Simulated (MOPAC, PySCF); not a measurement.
H₃BO₃, SMILES `OB(O)O`, neutral singlet in the gas phase. 

Z-matrix (Å, degrees):
```
B
O 1 1.3661
H 2 0.9595 1 112.22
O 1 1.3661 2 120.00 3 0.00
H 4 0.9595 1 112.22 2 180.00
O 1 1.3661 2 120.00 3 180.00
H 6 0.9595 1 112.22 2 0.00
```
Charge 0, spin multiplicity 1.

All levels are single points at this geometry (PBE0-D4/def2-TZVP); Pople sets use spherical d functions. Orbital energies aren't observables, and empty levels follow the basis.

```
level                            HOMO (eV)  LUMO (eV)  gap (eV)  dipole (D)  vertical IE, Delta-SCF (eV)
-------------------------------  ---------  ---------  --------  ----------  ---------------------------
B3LYP-D3(BJ)/def2-TZVP in PySCF      -9.05       0.19      9.23        0.00                            –
PBE-D3(BJ)/def2-TZVP in PySCF        -7.56      -0.25      7.30        0.00                            –
PBE0-D4/def2-TZVP in PySCF           -9.32       0.60      9.92        0.00                            –
B3LYP/6-311+G** in PySCF             -9.14      -0.50      8.64        0.00                            –
BP86/6-31G* in PySCF                 -7.07       1.22      8.29        0.00                            –
M06-2X/6-31G* in PySCF              -10.60       3.08     13.68        0.00                            –
PBE/6-31G* in PySCF                  -6.94       1.17      8.10        0.00                            –
HF/STO-3G in PySCF                  -10.16      10.94     21.10        0.00                            –
PM3 in MOPAC                        -12.48       2.00     14.48        0.00                            –
```
